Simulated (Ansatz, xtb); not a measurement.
Relaxing a trial structure of PSiTe

The starting geometry of this gas-phase doublet has its atoms placed at random.

```xyz
3

P     0.7693   -1.0596    0.9215
Si   -0.7752    1.0202    0.1327
Te   -1.2642   -1.0352   -0.4833
```

**Question.** Guess where an optimisation with r2SCAN-D4/def2-SVP ends from this start.

**Answer.** It ends as a structure given below by its coordinates. Distances that change by over a tenth: Si2–Te3 (2.20 → 2.56 Å). Contacts that close: P1–Si2 (2.71 → 2.20 Å).

The energy falls by 1.34 eV over 6 steps:

| step | E − E(last) (eV) |
| --- | --- |
| 1 | 1.338 |
| 2 | 0.180 |
| 3 | 0.173 |
| 4 | 0.011 |
| 5 | 0.000 |
| 6 | 0.000 |

Final geometry (Å):

```xyz
3

P     0.6144   -0.8026    0.8490
Si   -0.5300    0.9914    0.2986
Te   -1.3546   -1.2634   -0.5767
```

From the same start GFN2-xTB reaches the same bonding as this run.

From so rough a start the end depends on the optimiser's path, so another program may land elsewhere. The end wasn't checked by frequencies. Open shells are spin-unrestricted. Atoms past krypton carry core potentials, without spin–orbit terms. Run with Ansatz 0.2.0, 110 s on 1 thread of AMD EPYC (Zen 3) (shared host).
